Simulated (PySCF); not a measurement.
# Bond curve of CsBe

Set-up: PySCF, scalar-relativistic core potentials, basis sets Cs def2-TZVP with ECP46, Be def2-TZVP. Energies in eV from Cs + Be in their ground configurations at the same level. All curves are PBE0. state 1: ²Σ⁺ (doublet), unpaired electrons σ ↑; state 2: doublet, unpaired electrons π ↑, a second solution, started from another occupation; state 3: ⁴Π (quartet), unpaired electrons σ ↑↑, π ↑, a second solution, started from another occupation.

```csv
R (Å),state 1,state 2,state 3
3.240,-0.1360,0.1235,1.7801
3.391,-0.2105,0.1579,1.7616
3.542,-0.2497,0.2164,1.7661
3.655,-0.2627,0.2707,1.7802
3.768,-0.2657,0.3307,1.8006
3.881,-0.2615,0.3941,1.8253
4.032,-0.2483,0.4809,1.8622
4.220,-0.2250,0.5882,1.9110
4.446,-0.1929,0.7094,1.9686
4.748,-0.1507,0.8504,2.0387
```

Problem. Put a parabola through the three lowest points of the state 1 curve and estimate Re, k and ωe (reduced mass 8.44 u; 1 eV/Å² = 0.16022 mdyn/Å; ωe = 1302.8·√(k/μ) cm⁻¹).

Solution. Through R = 3.655, 3.768, 3.881 Å the second-order coefficient is 0.282 eV/Å², so Re ≈ 3.759 Å, k ≈ 0.0903 mdyn/Å and ωe ≈ 135 cm⁻¹. A polynomial fit of higher order to the unrounded PBE0 energies gives Re = 3.752 Å, k = 0.0940 mdyn/Å, ωe = 137 cm⁻¹; anharmonicity and rounding make the difference.

The higher-order fit for each curve: state 1: Re = 3.752 Å, ωe = 137 cm⁻¹, De = 0.266 eV; state 3: Re = 3.430 Å, ωe = 172 cm⁻¹, minimum 1.76 eV above the ground-state fragments. State 2 gave no clean fit.

The bond is weak. Basis-set superposition, not corrected here, can be much of De in a small basis, most of all at correlated wavefunction levels. Functionals without a dispersion term scatter widely for such bonds, and LDA overbinds them. Spin–orbit coupling is left out. The state is the lowest determinant that a PBE0 search found; another state may lie lower at other levels.
